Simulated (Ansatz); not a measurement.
Gas-phase electronic energies from Ansatz, PBE0-D4/def2-TZVP geometries. CCSD(T)/CBS adds triple-zeta CCSD(T) − MP2 to the extrapolated MP2 energy (def2 sets, frozen cores). This one scheme is used for every species. DFT in def2-TZVPP. For Ge outer-core shells are correlated without core-valence functions, which leaves a few kJ/mol of doubt a bond. Scalar relativity is left out up to krypton. One conformer a species, not always the lowest.

Consider the ligand exchange at a Ge–S bond: `CO[SiH2][S][GeH3]` + `N=C1O[SiH2]1` → `[GeH3]/[N]=C1\O[SiH2]1` + `CO[SiH2]S`.

`CO[SiH2][S][GeH3]`:

```xyz
13

C    -1.423   -0.345    1.606
O    -1.048   -0.034    0.283
Si   -0.236    1.334   -0.125
S     0.583    1.067   -2.054
Ge    1.579   -0.885   -1.632
H    -2.292    0.244    1.919
H    -0.604   -0.163    2.312
H    -1.688   -1.402    1.646
H    -1.125    2.521   -0.197
H     0.819    1.561    0.902
H     0.587   -2.036   -1.836
H     2.107   -0.875   -0.189
H     2.738   -0.988   -2.634
```

`N=C1O[SiH2]1`:

Cartesian coordinates in Å:
```
N -0.369 0.184 1.905
C -0.196 -0.043 0.692
O -0.629 -1.134 -0.028
Si 0.217 -0.084 -1.065
H 0.059 1.064 2.174
H 1.510 -0.583 -1.579
H -0.592 0.596 -2.099
```

`[GeH3]/[N]=C1\O[SiH2]1`:

Cartesian coordinates in Å:
```
Ge -0.587 0.648 1.905
N -1.093 0.287 0.144
C -0.255 -0.123 -0.668
O 1.116 -0.406 -0.565
Si 0.577 -0.713 -2.152
H -0.041 -0.626 2.570
H -1.865 1.113 2.612
H 0.474 1.761 1.930
H 1.100 0.189 -3.201
H 0.575 -2.130 -2.574
```

`CO[SiH2]S`:

Z-matrix (Å, degrees):
```
C
O 1 1.410
H 1 1.091 2 108.1
H 1 1.096 2 111.7 3 119.3
H 1 1.095 2 111.3 3 -119.1
Si 2 1.639 1 122.6 3 -170.3
S 6 2.120 2 109.8 1 171.1
H 6 1.488 2 108.6 1 49.0
H 6 1.485 2 111.9 1 -72.6
H 7 1.344 6 94.3 2 -69.2
```

```tsv
species	PBE0 energy (Eh)
`CO[SiH2][S][GeH3]`	-2882.31878
`N=C1O[SiH2]1`	-459.10793
`[GeH3]/[N]=C1\O[SiH2]1`	-2537.05080
`CO[SiH2]S`	-804.35841
```

Question: Work out ΔE.

Answer: ΔE = (-2537.05080) + (-804.35841) − (-2882.31878) − (-459.10793) = 0.01750 Eh = +11.0 kcal/mol. CCSD(T)/CBS gives +9.8 kcal/mol.

Largest T1 diagnostic among the species: 0.017.

The D4 term adds +1.0 kcal/mol with B3LYP and +0.6 kcal/mol with PBE0; it sums over pairs of atoms, weighted by their polarisabilities, and B3LYP, whose exchange is more repulsive, gets the larger term.

B3LYP here is the variant with VWN-RPA as its local correlation; programs differ in this.
